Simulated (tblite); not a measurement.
C4H11In, charge +1, doublet, geometry from GFN2-xTB (such geometries of metal compounds can be far from the true shape) (a state made from the parent by changing its charge; the spin is typed, not shown lowest); GFN1-xTB in tblite.

Here is a job for tblite.
```
$ tblite run mol.xyz --method gfn1 --charge 1 --spin 1 --grad --json tblite.json --no-restart

# file mol.xyz
16

In    -0.02976892     0.44038623     0.17011528
C      1.48271363     1.07008897    -1.39999180
H      2.36864379     0.44655239    -1.29546024
H      1.72005157     2.11623781    -1.21469570
H      1.02894664     0.94531544    -2.38144527
C     -1.40195653     0.85017382     1.94273030
H     -2.37135779     0.40252609     1.72895160
H     -1.48083363     1.93124783     2.04951292
H     -0.94904763     0.40177869     2.82553632
C     -0.45918545    -2.03497942    -0.23365503
C      0.49972712    -2.47861344    -1.25893017
H     -1.49996010    -1.96425263    -0.53166580
H     -0.30126915    -2.38992469     0.77935425
H      1.53540130    -2.40849770    -0.92107010
H      0.36705753    -1.95689005    -2.20931962
H      0.31325226    -3.54303769    -1.46626711
```

It wrote (shortened):

```
xTB calculator
 | screened Coulomb repulsion
 | Coulomb electrostatics
 |  * isotropic Klopman-Ohno-Mataga-Nishimoto electrostatics
 |  * onsite third-order electrostatics
 | DFT-D3(BJ) dispersion correction

halogen bonding energy    0.0000000000000E+00 Eh
repulsion energy          2.0933012947022E-01 Eh
dispersion energy        -4.8990023669393E-03 Eh
number of electrons       2.9000000000000E+01 e
integral cutoff           4.0000000000000E+01 bohr

------------------------------------------------------------
  cycle        total energy    energy error   density error
------------------------------------------------------------
      1     -15.34793600736  -1.5552367E+01   5.2886371E-01
      2     -15.37615958476  -2.8223577E-02   2.9906281E-01
      3     -15.35720290338   1.8956681E-02   7.8247502E-02
      4     -15.37911072762  -2.1907824E-02   2.9275030E-02
      5     -15.38180807093  -2.6973433E-03   5.2775012E-03
      6     -15.38184615637  -3.8085436E-05   1.6333509E-03
      7     -15.38185399914  -7.8427727E-06   2.4767736E-04
      8     -15.38185408959  -9.0450682E-08   1.1526842E-04
      9     -15.38185411019  -2.0604531E-08   7.6633538E-05
     10     -15.38185411852  -8.3292875E-09   2.4716940E-05
     11     -15.38185412037  -1.8431638E-09   3.9519471E-06
------------------------------------------------------------

electronic energy        -1.5586285247469E+01 Eh
total energy             -1.5381854120366E+01 Eh

Post processing:
 | Mayer-Wiberg bond orders

[Info] Tight-binding results written to 'tblite.txt'
[Info] JSON dump of results written to 'tblite.json'
```
